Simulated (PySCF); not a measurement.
C₃H₅NOSi. Atoms are numbered in the order given.

```xyz
11

C     -1.1723    -2.2804     0.0000
C      0.1608    -2.0784     0.0000
Si     0.9388    -0.3915     0.0000
O     -0.4257     0.6923     0.0000
C     -0.3577     1.9797     0.0000
N     -0.3380     3.1573     0.0000
H     -1.8852    -1.4389     0.0000
H     -1.6049    -3.2952     0.0000
H      0.8361    -2.9546     0.0000
H      1.7488    -0.0980     1.2279
H      1.7488    -0.0980    -1.2279
```

The structure is a stationary point at PBE-D3(BJ)/def2-SVP. This is a generated structure with no PubChem entry under its InChIKey; it may be hypothetical. The values are those of a single conformer.

The numbers are results of PBE/def2-TZVP (PySCF), not measurements.

Isolated molecule, no solvent.

Computed frontier levels, gap, dipole moment and polarisability:
* **highest occupied level**: -7.08 eV
* **lowest empty level**: -2.32 eV
* **orbital gap**: 4.76 eV
* **dipole moment**: 5.61 D
* **quadrupole, principal values (traceless, Buckingham form, about the centre of nuclear charge)**: -12.78, 3.03, 9.75 D·Å
* **mean static polarisability**: 70.5 bohr³ (10.44 Å³)
* **polarisability, principal values**: 49.1, 69.4, 93.0 bohr³
